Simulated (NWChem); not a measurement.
Species: HfO2 cation, doublet; SMILES of the neutral closed-shell parent [O]=[Hf]=[O]

```xyz
3

Hf     0.2227    -0.0322     0.0000
O     -0.8593     1.4323     0.0000
O     -1.1454    -1.1426     0.0000
```
Atoms are numbered in this order, from 1.

Coordinates come from a PBE0/def2-SVP, spin-unrestricted optimisation. This spin state was assumed; another may lie lower. No stability test was run on the SCF state. def2 effective core potentials on Hf; no spin-orbit coupling.

Symmetry labels are those of Cs in the frame above (b1 and b2, or b-type labels, depend on it).

Task: List the 4 lowest vertical excitations from PBE/def2-SVPD with def2 effective core potentials on Hf, spin-unrestricted, TDA (NWChem).

Result: 
```json
[
 {"state": "state 1", "energy (eV)": "1.55", "oscillator strength": "0.000", "symmetry of the excitation": "a'", "<S²>": "0.77"},
 {"state": "state 2", "energy (eV)": "1.64", "oscillator strength": "0.000", "symmetry of the excitation": "a\"", "<S²>": "0.77"},
 {"state": "state 3", "energy (eV)": "1.92", "oscillator strength": "0.000", "symmetry of the excitation": "a\"", "<S²>": "0.77"},
 {"state": "state 4", "energy (eV)": "2.11", "oscillator strength": "0.001", "symmetry of the excitation": "a'", "<S²>": "0.77"}
]
```
